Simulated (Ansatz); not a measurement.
C₂H₈SeSi, SMILES `CC[Se][SiH3]` at its PBE0-D4/def2-TZVP geometry, where that method's forces vanish. Total charge 0; spin multiplicity 1.

```tsv
atom	x (Å)	y (Å)	z (Å)
C1	-1.470	0.769	1.399
C2	-0.555	0.497	0.226
Se3	0.591	-1.058	0.622
Si4	1.706	-1.077	-1.349
H5	-2.117	-0.087	1.604
H6	-2.109	1.630	1.185
H7	-0.901	0.988	2.304
H8	0.098	1.347	0.025
H9	-1.122	0.269	-0.677
H10	2.661	-2.210	-1.286
H11	0.772	-1.264	-2.491
H12	2.445	0.197	-1.561
```

Question: For each bond, give half the difference of the two atoms' forces along it (eV/Å; positive pushes the atoms apart) under PBE-D4, r2SCAN-D4, B3LYP-D4, ωB97M-V in def2-TZVPP. (Best estimate.)

Answer: The calculation gave: 
| bond | length (Å) | PBE-D4 | r2SCAN-D4 | B3LYP-D4 | ωB97M-V |
| --- | --- | --- | --- | --- | --- |
| C1–C2 | 1.513 | -0.02 | 0.08 | 0.16 | 0.24 |
| C1–H5 | 1.092 | 0.11 | -0.04 | -0.06 | -0.07 |
| C1–H6 | 1.093 | 0.11 | -0.03 | -0.08 | -0.10 |
| C1–H7 | 1.092 | 0.11 | -0.04 | -0.06 | -0.07 |
| C2–Se3 | 1.972 | 0.22 | 0.20 | 0.28 | -0.02 |
| C2–H8 | 1.090 | 0.09 | -0.06 | -0.13 | -0.10 |
| C2–H9 | 1.090 | 0.09 | -0.06 | -0.13 | -0.10 |
| Se3–Si4 | 2.265 | 0.10 | 0.01 | 0.20 | 0.06 |
| Si4–H10 | 1.484 | 0.08 | -0.03 | -0.10 | -0.11 |
| Si4–H11 | 1.488 | 0.07 | -0.01 | -0.09 | -0.12 |
| Si4–H12 | 1.488 | 0.07 | -0.01 | -0.09 | -0.12 |

B3LYP here is the variant with VWN-RPA as its local correlation; programs differ in this.

Results of the Gaussian-basis code of Ansatz.
